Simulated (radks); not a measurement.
Q: Neutral ytterbium, [Xe] 4f14 6s2. All-electron calculation, non-relativistic Kohn-Sham, LDA (Slater exchange, Perdew-Wang correlation), spin-polarised, spherical densities, point nucleus. Program: a radial shooting solver on a logarithmic mesh with Libxc functionals. Every spin shell is full or empty, so the densities are truly spherical. Functionals are evaluated on that one density, not self-consistently. Rank these exchange functionals by their error against the exact value of the orbitals, and give that value: LDA, PBE, PBEsol, RPBE, PW86, OPTX, WC, AM05, SOGGA, G96, APBE, TPSS, revTPSS, Tao-Mo, TASK.

A: Exact: -275.718 hartree. From best to worst, with 100 (|E| - |E exact|)/|E exact| (equal figures are ties): PW86 -0.04, RPBE +0.07, PBE -0.07, TPSS -0.12, WC -0.38, APBE +0.56, Tao-Mo -0.57, revTPSS -0.65, G96 +0.73, PBEsol -1.63, SOGGA -1.63, TASK -1.78, OPTX +2.01, AM05 -3.56, LDA -3.78.
